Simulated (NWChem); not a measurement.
Species: C2H2ClF; SMILES C=C(Cl)F

```xyz
6

C     -1.1880     1.1533     0.0000
C     -0.0630     0.4523     0.0000
F      1.1463     1.0130     0.0000
Cl     0.0341    -1.2843     0.0000
H     -2.1515     0.6624     0.0000
H     -1.1403     2.2362     0.0000
```
Atoms are numbered in this order, from 1.

Program: NWChem. Pople sets run with spherical d functions. All runs use the structure optimised with B3LYP/6-31G* (spherical d). Level: B3LYP/6-31G* with SMD (1 M gas to 1 M solution), gas-phase geometry.

**Question.** What does the run give for solvent water? Quantities: solvation free energy (kcal/mol); cavity-dispersion-structure term (kcal/mol); dipole in solution (D).

**Answer.** 
```yaml
solvation free energy (kcal/mol): 1.5
cavity-dispersion-structure term (kcal/mol): 3.5
dipole in solution (D): 1.78
```
